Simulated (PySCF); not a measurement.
Species: VIF3 (doublet state).
Bonds: V1–I2, V1–F3, V1–F4, V1–F5.

Level of theory: PBE0-D3(BJ)/def2-SVP geometry optimisation, gas phase, def2 core potentials past Kr (PySCF 2.14.0).

**Question.** How far are the bound atoms from V1?

**Answer.** 4 atoms: F3 1.695 Å, F5 1.695 Å, F4 1.705 Å, I2 2.512 Å.

**Question.** List the angles at V1.

**Answer.** 
```tsv
angle	degrees	distance of the outer atoms (Å)
F3–V1–F5	121.0	2.95
I2–V1–F4	108.3	3.45
F3–V1–F4	106.9	2.73
I2–V1–F5	106.8	3.41
I2–V1–F3	106.8	3.41
F4–V1–F5	106.6	2.73
```

**Question.** What is the shape at V1?

**Answer.** Distorted tetrahedral: angles from 106.6° to 121.0°; τ4 = (360° − α − β)/141° = 0.93 with α and β the two widest (0 for a square, 1 for a tetrahedron).

Point group: near C3v, missed by 0.21 Å at most; the miss may be what the optimiser left on a soft mode (Cs holds within 0.08 Å). Charge 0, doublet. ⟨S²⟩ = 0.761 (exact for a doublet: 0.75). No PBE0-D3(BJ)/def2-SVP frequencies stand behind this structure, so it isn't proved a minimum.

For an open-shell metal species like this, the optimisation's SCF solution wasn't tested for stability and no frequencies at its level were run, so a lower state or another shape may exist.
